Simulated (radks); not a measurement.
Task: These are the eigenvalues of the occupied orbitals of an atom or ion with whole-number occupations (eV). Calculated with a radial shooting solver on a logarithmic mesh with Libxc functionals: scalar-relativistic Kohn-Sham, PBE, spin-polarised, spherical densities, finite nucleus; Fermi nuclear charge, rms radius of each element as measured or else 0.836 A^(1/3) + 0.57 fm.

orbital  eigenvalue
1s down   -88270.84
1s up     -88270.84
2s up     -15951.61
2s down   -15951.15
2p up     -13716.76
2p down   -13716.38
3s up     -3976.606
3s down   -3976.426
3p up     -3335.369
3p down   -3335.169
3d up     -2680.174
3d down   -2679.839
4s up     -1048.779
4s down   -1048.350
4p up     -838.2761
4p down   -837.8708
4d up     -594.2507
4d down   -593.7675
5s up     -329.0376
5s down   -326.1227
4f up     -324.5859
4f down   -323.9584
5p up     -266.9751
5p down   -263.5450
5d up     -192.8000

Which element is it, and in what charge state? The configuration may be excited. Open shells, if any, are filled with parallel spins first.

Result: Z = 82, lead, charge +11: Pb11+ in [Xe] 4f14 5d3. The list shows which subshells hold electrons but not how many an open one holds; the 1s level, -3243.9 hartree, gives Z - s = 80.5 by -(Z - s)^2/2, which with screening and relativity narrows Z to a few neighbours, and the depths of the outer levels then fix element, charge and occupations together.
